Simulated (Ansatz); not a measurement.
These are Ansatz (a program for electronic structure) with PBE0-D3(BJ)/def2-SVP values and carry that method's errors. No frequencies were computed at this level.

Ansatz 0.2 input:
```yaml
crystal:
  periodic: [false, false, false]
  atoms:
    - { symbol: Si, position_ang: [3.687817, 0.168361, -0.277774] }
    - { symbol: C, position_ang: [1.813173, 0.189819, -0.149978] }
    - { symbol: C, position_ang: [0.93989, -0.832815, -0.322287] }
    - { symbol: C, position_ang: [-0.423444, -0.466546, -0.15062] }
    - { symbol: C, position_ang: [-1.58536, -1.239442, -0.247925] }
    - { symbol: Cl, position_ang: [-1.459143, -2.919389, -0.633379] }
    - { symbol: C, position_ang: [-2.821916, -0.669259, -0.038793] }
    - { symbol: C, position_ang: [-2.926811, 0.686197, 0.272409] }
    - { symbol: C, position_ang: [-1.805984, 1.482262, 0.377611] }
    - { symbol: C, position_ang: [-0.564759, 0.900247, 0.165516] }
    - { symbol: S, position_ang: [0.98541, 1.6803, 0.238959] }
    - { symbol: H, position_ang: [4.091436, 1.105465, -1.326638] }
    - { symbol: H, position_ang: [4.244788, 0.580685, 1.011009] }
    - { symbol: H, position_ang: [4.072815, -1.201762, -0.610611] }
    - { symbol: H, position_ang: [1.250374, -1.832838, -0.567175] }
    - { symbol: H, position_ang: [-3.71067, -1.275316, -0.116559] }
    - { symbol: H, position_ang: [-3.904641, 1.113264, 0.432438] }
    - { symbol: H, position_ang: [-1.882979, 2.530766, 0.618067] }
basis:
  gaussian: { orbitals: def2-svp }
hamiltonian:
  xc: pbe0
  dispersion: d3bj
relax:
  max_steps: 150
```

Output:

```
Functional definition: PBE0
2252 factors; integrals over basis functions are off by at most 5.2e-4 eV
mean field evaluation 1: about -39596.8069 eV, gradient 6.6e1 eV
mean field evaluation 2: about -39583.6019 eV, gradient 9.7e1 eV
mean field evaluation 4: about -39608.4411 eV, gradient 1.1e1 eV
mean field evaluation 8: about -39608.8305 eV, gradient 6.7e-1 eV
mean field evaluation 16: about -39608.8316 eV, gradient 2.2e-4 eV
mean field -39608.83159996 eV, -1455.5977134683 hartree, gradient 3.6e-5 eV, S^2 0.000000; 0 other end points of the search recorded, 0 dependent functions left out
reference -39608.83163380 eV, -1455.5977147116 hartree; 51, 51 occupied and 150, 150 virtual orbitals, 2252 factors
relax step   1: F+E_penalty+E_count = -39609.46012312 eV  Δ(F+E_penalty+E_count) = +0.000e0 eV  max|allowed force component| = 9.019e-1 eV/Å  Δτ_max = 0.0000 Å  (31 SCF iters, accepted)
these checks for a lower state are left out or cut short: starts, cluster_reference, orbital_swaps, neighbouring_geometries, increment
2252 factors; integrals over basis functions are off by at most 5.6e-4 eV
mean field -39608.89777593 eV, -1455.6001453902 hartree, gradient 1.3e-5 eV, S^2 0.000000; 0 other end points of the search recorded, 0 dependent functions left out
reference -39608.89781007 eV, -1455.6001466447 hartree; 51, 51 occupied and 150, 150 virtual orbitals, 2252 factors
relax step   2: F+E_penalty+E_count = -39609.52433347 eV  Δ(F+E_penalty+E_count) = -6.421e-2 eV  max|allowed force component| = 2.999e-1 eV/Å  Δτ_max = 0.0556 Å  (35 SCF iters, accepted)
these checks for a lower state are left out or cut short: starts, cluster_reference, orbital_swaps, neighbouring_geometries, increment
2252 factors; integrals over basis functions are off by at most 5.9e-4 eV
mean field evaluation 32: about -39608.9036 eV, gradient 3.5e-4 eV
mean field -39608.90362007 eV, -1455.6003601585 hartree, gradient 1.3e-5 eV, S^2 0.000000; 0 other end points of the search recorded, 0 dependent functions left out
reference -39608.90365423 eV, -1455.6003614139 hartree; 51, 51 occupied and 150, 150 virtual orbitals, 2252 factors
relax step   3: F+E_penalty+E_count = -39609.53008905 eV  Δ(F+E_penalty+E_count) = -5.756e-3 eV  max|allowed force component| = 9.640e-2 eV/Å  Δτ_max = 0.0233 Å  (35 SCF iters, accepted)
these checks for a lower state are left out or cut short: starts, cluster_reference, orbital_swaps, neighbouring_geometries, increment
2252 factors; integrals over basis functions are off by at most 5.9e-4 eV
mean field -39608.90429793 eV, -1455.6003850694 hartree, gradient 2.4e-5 eV, S^2 0.000000; 0 other end points of the search recorded, 0 dependent functions left out
reference -39608.90433206 eV, -1455.6003863237 hartree; 51, 51 occupied and 150, 150 virtual orbitals, 2252 factors
relax step   4: F+E_penalty+E_count = -39609.53072274 eV  Δ(F+E_penalty+E_count) = -6.337e-4 eV  max|allowed force component| = 4.908e-2 eV/Å  Δτ_max = 0.0119 Å  (27 SCF iters, accepted)
these checks for a lower state are left out or cut short: starts, cluster_reference, orbital_swaps, neighbouring_geometries, increment
2252 factors; integrals over basis functions are off by at most 6.0e-4 eV
mean field -39608.90467784 eV, -1455.6003990308 hartree, gradient 1.3e-5 eV, S^2 0.000000; 0 other end points of the search recorded, 0 dependent functions left out
reference -39608.90471189 eV, -1455.6004002821 hartree; 51, 51 occupied and 150, 150 virtual orbitals, 2252 factors
relax step   5: F+E_penalty+E_count = -39609.53116254 eV  Δ(F+E_penalty+E_count) = -4.398e-4 eV  max|allowed force component| = 1.723e-2 eV/Å  Δτ_max = 0.0266 Å  (35 SCF iters, accepted)
these checks for a lower state are left out or cut short: starts, cluster_reference, orbital_swaps, neighbouring_geometries, increment
2252 factors; integrals over basis functions are off by at most 6.0e-4 eV
mean field -39608.90472179 eV, -1455.6004006457 hartree, gradient 1.6e-5 eV, S^2 0.000000; 0 other end points of the search recorded, 0 dependent functions left out
reference -39608.90475582 eV, -1455.6004018966 hartree; 51, 51 occupied and 150, 150 virtual orbitals, 2252 factors
relax step   6: F+E_penalty+E_count = -39609.53119282 eV  Δ(F+E_penalty+E_count) = -3.028e-5 eV  max|allowed force component| = 1.189e-2 eV/Å  Δτ_max = 0.0033 Å  (27 SCF iters, accepted)
these checks for a lower state are left out or cut short: starts, cluster_reference, orbital_swaps, neighbouring_geometries, increment
2252 factors; integrals over basis functions are off by at most 6.0e-4 eV
mean field -39608.90474021 eV, -1455.6004013227 hartree, gradient 2.8e-5 eV, S^2 0.000000; 0 other end points of the search recorded, 0 dependent functions left out
reference -39608.90477425 eV, -1455.6004025736 hartree; 51, 51 occupied and 150, 150 virtual orbitals, 2252 factors
relax step   7: F+E_penalty+E_count = -39609.53120094 eV  Δ(F+E_penalty+E_count) = -8.128e-6 eV  max|allowed force component| = 1.188e-3 eV/Å  Δτ_max = 0.0011 Å  (23 SCF iters, accepted)
2252 factors; integrals over basis functions are off by at most 6.0e-4 eV
mean field evaluation 64: about -39608.8263 eV, gradient 1.6e0 eV
mean field -39608.90474021 eV, -1455.6004013227 hartree, gradient 2.8e-5 eV, S^2 0.000000; 1 other end points of the search recorded, 0 dependent functions left out
reference -39608.90477425 eV, -1455.6004025736 hartree; 51, 51 occupied and 150, 150 virtual orbitals, 2252 factors
Total energy: -39609.53123498 eV, -1455.6234245810 hartree
Atom 0 at     3.682096     0.160816    -0.279063 Å, force    -0.000312    -0.000517    -0.000445 eV/Å
Atom 1 at     1.817458     0.229935    -0.141311 Å, force     0.000061     0.001188     0.000848 eV/Å
Atom 2 at     0.952270    -0.816745    -0.319507 Å, force     0.000107    -0.000561    -0.000428 eV/Å
Atom 3 at    -0.422226    -0.453999    -0.147872 Å, force     0.000379    -0.000697    -0.000075 eV/Å
Atom 4 at    -1.585799    -1.241376    -0.248300 Å, force     0.000107     0.000099    -0.000382 eV/Å
Atom 5 at    -1.442229    -2.922794    -0.635343 Å, force    -0.000295     0.000567     0.000312 eV/Å
Atom 6 at    -2.834685    -0.680826    -0.040529 Å, force     0.000140    -0.000255     0.000088 eV/Å
Atom 7 at    -2.949582     0.683740     0.273361 Å, force     0.000503     0.000425     0.000042 eV/Å
Atom 8 at    -1.830749     1.495436     0.382200 Å, force    -0.001061    -0.000271     0.000079 eV/Å
Atom 9 at    -0.574750     0.917458     0.170054 Å, force    -0.000218     0.000791     0.000184 eV/Å
Atom 10 at     0.971175     1.703213     0.245041 Å, force     0.000863    -0.000252    -0.000227 eV/Å
Atom 11 at     4.167090     1.086675    -1.345800 Å, force    -0.000189    -0.000017     0.000043 eV/Å
Atom 12 at     4.321730     0.557769     1.010768 Å, force    -0.000467    -0.000026     0.000021 eV/Å
Atom 13 at     4.051238    -1.243770    -0.618533 Å, force     0.000347     0.000135     0.000022 eV/Å
Atom 14 at     1.269921    -1.830109    -0.567903 Å, force     0.000260    -0.000394    -0.000001 eV/Å
Atom 15 at    -3.722911    -1.308595    -0.123187 Å, force    -0.000023     0.000112    -0.000053 eV/Å
Atom 16 at    -3.942989     1.108358     0.433832 Å, force    -0.000121    -0.000147     0.000037 eV/Å
Atom 17 at    -1.927061     2.554811     0.626360 Å, force    -0.000081    -0.000179    -0.000065 eV/Å
Dipole moment:    -0.104893     0.158106     0.042408 e Å
```

Cost: roughly 4 core-minutes.
